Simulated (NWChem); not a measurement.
A series in which one site is exchanged, each optimised at PBE0/def2-SVP with NWChem, gas phase unless a solvent is named. Low-valent species are run as closed-shell singlets; no triplet was tried in these runs. For some, no frequency run checked for a minimum. def2 effective core potentials on I; no spin-orbit coupling.

A: Cl[Si]I (SiICl; site = Cl)
B: I[Si]I (SiI2; site = I)
C: F[Si]I (SiIF; site = F)
D: Br[Si]I (SiIBr; site = Br)

Q: Rank them by static polarisability, PBE/def2-SVPD (bohr³), lowest first.

A: C (69.8), A (85.3), D (94.5), B (111.1)
